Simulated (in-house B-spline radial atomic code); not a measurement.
Values are calculated unless marked as measured or tabulated.
Weak and strong correlation along the adiabatic connection

Two-electron singlets in several external potentials (atomic units), by full CI in B-splines with partial waves to l = 8 (correlation energies up to 0.6 % small). The repulsion is scaled by λ at fixed density; W(λ) is the mean repulsion less the Hartree energy, W(0) = E_x, and the area under W from 0 to 1 is E_xc.

One system gave this curve:

| λ | W (hartree) |
| --- | --- |
| 0 | -1.5883 |
| 0.02 | -1.5903 |
| 0.05 | -1.5933 |
| 0.12 | -1.6001 |
| 0.25 | -1.6125 |
| 0.4 | -1.6262 |
| 0.6 | -1.6435 |
| 0.8 | -1.66 |
| 1 | -1.6755 |
| 1.4 | -1.7042 |
| 2 | -1.7422 |
| 3 | -1.7946 |
| 4.5 | -1.8547 |
| 7 | -1.9242 |
| 10 | -1.979 |

(1) Which system is it?
A. empty sphere, radius 0.393 bohr
B. −V exp(−r²/w²), V = 12, w = 3.47
C. −Z exp(−kr)/r, Z = 3.35, k = 1.32
D. −Z/r, Z = 0.557, wall at 3.26 bohr

Results:

(1) C. The exchange energy sets the size: −Z exp(−kr)/r, Z = 3.35, k = 1.32: E_x = -1.59, E_c = -0.0457; empty sphere, radius 0.393 bohr: E_x = -4.52, E_c = -0.0533; −V exp(−r²/w²), V = 12, w = 3.47: E_x = -0.859, E_c = -0.0419; −Z/r, Z = 0.557, wall at 3.26 bohr: E_x = -0.58, E_c = -0.0395 hartree.
